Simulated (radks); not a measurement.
Results of a calculation; reference values are marked as such.
Excited configurations of the palladium ion Pd2+: one electron is placed in a higher orbital outside [Kr] 4d7. The ground configuration is [Kr] 4d8. Level of theory: scalar-relativistic Kohn-Sham, PBEsol, spin-polarised, spherical densities, point nucleus; open shells are filled with parallel spins first (spin-orbit coupling, left out, can overturn this in heavy ions) (a radial shooting solver on a logarithmic mesh with Libxc functionals). Excitation = E - E(ground); binding = E(ion) - E, where the ion is the core of charge +3; n* = 3/sqrt(2 binding) in atomic units, and the quantum defect is n - n*.

outer orbital,excitation (eV),binding (eV),n*,eigenvalue (eV),<r> (bohr)
4f,25.040,8.252,3.852,-6.519,5.273
5s,6.410,26.882,2.134,-22.798,2.478
6s,20.963,12.329,3.152,-10.645,5.172
6p,23.115,10.177,3.469,-8.723,5.969
7s,26.069,7.223,4.117,-6.270,8.775
7p,27.058,6.234,4.432,-5.405,9.874
7f,30.332,2.959,6.433,-2.548,19.42

The Delta-SCF ionisation energy is 33.292 eV (NIST Atomic Spectra Database: 32.930 eV, semi-empirical). Self-interaction in the functional shifts the binding energies and quantum defects, so they are the method's values and not measured ones. Open shells are spherical and high-spin; term and fine-structure splittings are not resolved.
